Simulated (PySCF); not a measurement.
Electron correlation in Ga (gallium, neutral)

[Ar] 3d10 4s1 4p2, high-spin 4P determinant (an excited configuration). All numbers are calculated (PySCF 2.14, the spin-free X2C one-electron Hamiltonian (Gaussian nucleus), in x2c-TZVPPall with one added diffuse shell each of s, p, d type (7s6p5d1f, 57 functions)). Frozen: [Ne]; 21 electrons correlated.

| level | correlation energy (mhartree) |
| --- | --- |
| CCSD | -277.81 |
| (T) | -7.26 |
| CCSD(T) | -285.07 |

Diagnostics: T1 = 0.0094, D1 = 0.0206, largest double amplitude 0.037.

Cost of the coupled-cluster step: of the order of 14 core-seconds, for 21 correlated electrons.

Iterations:

```
CC2 = 0
CCSD nocc = (np.int64(12), np.int64(9)), nmo = (52, 52)
frozen orbitals [[0, 1, 2, 3, 4], [0, 1, 2, 3, 4]]
max_cycle = 100
direct = 0
conv_tol = 1e-08
conv_tol_normt = 1e-06
diis_space = 8
diis_start_cycle = 0
Init t2, MP2 energy = -0.305169535818047
Init E_corr(UCCSD) = -0.305169535818491
cycle = 1  E_corr(UCCSD) = -0.260504735484554  dE = 0.0446648003  norm(t1,t2) = 0.0836744
cycle = 2  E_corr(UCCSD) = -0.281430673088849  dE = -0.0209259376  norm(t1,t2) = 0.0298876
cycle = 3  E_corr(UCCSD) = -0.277285986202281  dE = 0.00414468689  norm(t1,t2) = 0.014684
cycle = 4  E_corr(UCCSD) = -0.277678903541078  dE = -0.000392917339  norm(t1,t2) = 0.00305744
cycle = 5  E_corr(UCCSD) = -0.277823434803641  dE = -0.000144531263  norm(t1,t2) = 0.000639379
cycle = 6  E_corr(UCCSD) = -0.277812844316305  dE = 1.05904873e-05  norm(t1,t2) = 0.000254223
cycle = 7  E_corr(UCCSD) = -0.277803003786869  dE = 9.84052944e-06  norm(t1,t2) = 6.43658e-05
cycle = 8  E_corr(UCCSD) = -0.277805882920966  dE = -2.8791341e-06  norm(t1,t2) = 2.25785e-05
cycle = 9  E_corr(UCCSD) = -0.277806908675547  dE = -1.02575458e-06  norm(t1,t2) = 7.65516e-06
cycle = 10  E_corr(UCCSD) = -0.277806387508603  dE = 5.21166944e-07  norm(t1,t2) = 3.14773e-06
cycle = 11  E_corr(UCCSD) = -0.277806423206615  dE = -3.56980116e-08  norm(t1,t2) = 1.36325e-06
cycle = 12  E_corr(UCCSD) = -0.27780647417515  dE = -5.09685358e-08  norm(t1,t2) = 4.24667e-07
cycle = 13  E_corr(UCCSD) = -0.277806453171  dE = 2.10041503e-08  norm(t1,t2) = 1.36051e-07
cycle = 14  E_corr(UCCSD) = -0.277806455784412  dE = -2.61341215e-09  norm(t1,t2) = 3.03096e-08
UCCSD converged
E(UCCSD) = -1942.324966743942  E_corr = -0.2778064557844123
UCCSD(T) correction = -0.00726378363621391
```

This basis was not built for core-valence correlation, so the inner-shell part is incomplete.
